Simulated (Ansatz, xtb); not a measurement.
**C5H3FN2S: which of two isomers lies lower**

Structure I is `CC#Cc1nsc(F)n1`, a singlet and structure II is `N#C[C@H](F)c1ccsn1`, a singlet. Both are isolated molecules in the gas phase, relaxed with r2SCAN-D4/def2-SVP; each stands in its lowest conformer found.

Question: Which of the two would you expect CCSD(T)/def2-SVP + ΔMP2/def2-TZVPP electronic energies to favour?

Answer: Structure II; the calculation gives E(II) − E(I) = −106.4 kJ/mol.

How the difference moves with the method:

| level | geometry | E(II) − E(I) (kJ/mol) | departure from the last row (kJ/mol) | job, with rough time for the two |
| --- | --- | --- | --- | --- |
| GFN2-xTB | GFN2-xTB | +7.7 | +114.1 | optimisation, 0.32 s |
| HF/STO-3G | GFN2-xTB | −95.7 | +10.7 | single point, 0.52 s |
| r2SCAN-D4/def2-SVP//GFN2-xTB | GFN2-xTB | −70.5 | +35.9 | single point, 4 s |
| r2SCAN-D4/def2-SVP | r2SCAN-D4/def2-SVP | −72.5 | +34.0 | optimisation, 74 s |
| HF/def2-SVP | r2SCAN-D4/def2-SVP | −102.2 | +4.2 | part of the CCSD(T) run |
| MP2/def2-SVP | r2SCAN-D4/def2-SVP | −109.0 | −2.5 | part of the CCSD(T) run |
| CCSD(T)/def2-SVP | r2SCAN-D4/def2-SVP | −105.1 | +1.3 | single point |
| CCSD(T)/def2-SVP + ΔMP2/def2-TZVPP | r2SCAN-D4/def2-SVP | −106.4 |  | single point, 1.7 min |

As drawn, II has 1 C≡N, 2 C∷C in place of 1 C≡C, 2 C∷N (∷ is an aromatic bond).

GFN2-xTB puts the two in the other order. The largest departure from CCSD(T)/def2-SVP + ΔMP2/def2-TZVPP is that of GFN2-xTB, 114.1 kJ/mol. The last row adds to CCSD(T) the change of the MP2 difference between the two basis sets, here −1.3 kJ/mol.

With thermal terms from frequencies at re-optimised GFN2-xTB minima (ideal gas, soft modes damped towards free rotors, one conformer each, 298.15 K, 1 atm): on the last row, ΔE + ΔZPE = −104.7, ΔH = −106.8, ΔG = −102.1 kJ/mol.

The correlated steps freeze 13 core orbitals. Mirror images aren't counted in ΔG. Run with Ansatz 0.2.0, xtb 6.7.1; the last row on 4 threads of Arm Neoverse V1 on a shared host.
